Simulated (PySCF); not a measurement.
F4H2Si2, SMILES F[Si]([SiH2]F)(F)F.

Geometry optimised at ωB97X-D3(BJ)/def2-SVP. Other conformers were not sampled.

Calculation: PySCF with CAM-B3LYP/def2-TZVP.

Symmetry labels are those of the subgroup Cs that the program uses (full group Cs).

Computed valence orbital energies around the gap with their symmetry:
```tsv
orbital	symmetry	energy (eV)
HOMO−7	A'	-14.84
HOMO−6	A"	-14.72
HOMO−5	A'	-14.39
HOMO−4	A'	-14.23
HOMO−3	A"	-14.23
HOMO−2	A"	-13.81
HOMO−1	A"	-11.93
HOMO	A'	-10.92
LUMO	A'	-0.38
LUMO+1	A"	0.61
LUMO+2	A'	1.64
LUMO+3	A'	1.96
```
